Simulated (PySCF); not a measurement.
Members of one family of related compounds. Level of theory: TDDFT B3LYP/def2-SVPD, vertical, gas phase, core orbitals frozen in the response in PySCF. Geometries: GFN2-xTB; one conformer of each isolated species. Triplets are in the Tamm–Dancoff approximation. 'Strongest' means the level of largest summed f among the lowest 8 singlets; it needn't be the same kind of state in each.

Problem. Rank by computed lowest singlet excitation energy, highest first.
A. `[SiH2]([Si@H](F)P)P`
B. `F[SiH](F)[SiH2]P`
C. `FC[Si@H](F)[SiH2]P`
D. `C[Si@@H](F)[SiH2]P`

Solution. B (5.79 eV), D (5.52 eV), C (5.28 eV), A (5.12 eV).

```
            SMILES  S1 (eV)  first f ≥ 0.01 (nm)  f (strongest)  LUMO (eV)  HOMO (eV)  T1 (eV)  S1 mainly
  F[SiH](F)[SiH2]P     5.79                  214           0.30      -1.26      -7.60     4.77  H→L (90%)
C[Si@@H](F)[SiH2]P     5.52                  225           0.15      -0.95      -7.35     5.17  H→L (98%)
FC[Si@H](F)[SiH2]P     5.28                  235           0.14      -1.28      -7.42     5.01  H→L (98%)
 F[Si@H](P)[SiH2]P     5.12                  242           0.35      -1.14      -6.96     4.44  H→L (81%)
```

H and L stand for HOMO and LUMO.
